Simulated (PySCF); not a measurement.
Ionisation energy of Sm⁴³⁺ by level of theory

Sm⁴³⁺ [Ar] 3d1 (2D) → Sm⁴⁴⁺ [Ar] (1S), as a difference of total energies. Computed with PySCF 2.14 in an even-tempered Gaussian basis (18 s from 8.4 bohr⁻², ratio 2.5; 12 p from 11 bohr⁻², ratio 2.5; 7 d from 11 bohr⁻², ratio 2.5; 4 f from 38 bohr⁻², ratio 2.7; 3 g from 57 bohr⁻², ratio 2.7), with the spin-free X2C one-electron Hamiltonian (Gaussian nucleus). Correlated levels: outer shells: [Ne] frozen; virtual orbitals above 40 to 60 times the deepest correlated orbital energy dropped. The calculations carry no spin-orbit coupling.

```
                method  ionisation energy (eV)
                   UHF                  3344.0
                   LDA                  3344.7
                   PBE                  3345.8
                  PBE0                  3345.8
                r2SCAN                  3346.5
                  PW91                  3346.6
                  BP86                  3346.4
    MP2 (outer shells)                  3343.7
SCS-MP2 (outer shells)                  3343.7
```

A first-order spin-orbit estimate (lowest level to lowest level, LS coupling) adds 19.839 eV.

Breit and QED terms and the two-electron picture change are absent.

First order in ζ underestimates the shift of j = l − 1/2 levels at high Z.

For comparison: 3363 ± 4 eV (theoretical estimate listed by NIST; NIST Atomic Spectra Database, ionization energies).
